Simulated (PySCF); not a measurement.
All values below come from PBE-D3(BJ)/def2-TZVP // PBE0-D3(BJ)/def2-SVP in PySCF. All species are isolated molecules in the gas phase. One relaxed conformer stands for a flexible species; it need not be the lowest. Excitations are Tamm–Dancoff values on a coarser integration grid. The basis has no diffuse functions, so Rydberg states are missing or too high.

Reference species: [Ga(H)3(NH3)] (neutral, multiplicity 1).

| Item | Result |
|---|---|
| S1 excitation (TDA) | 5.19 eV |
| HOMO | -6.22 eV |
| LUMO | -1.08 eV |

Changed species: [Ga(H)3(H2O)] (adduct with H2O; the reference has adduct with NH3).

**Question.** Predict the effect on the S1 excitation (TDA), HOMO and LUMO.

**Answer.** the S1 excitation (TDA) drops by 0.18 eV, to 5.01 eV; the HOMO falls by 0.23 eV, to -6.45 eV; the LUMO falls by 0.44 eV, to -1.52 eV.
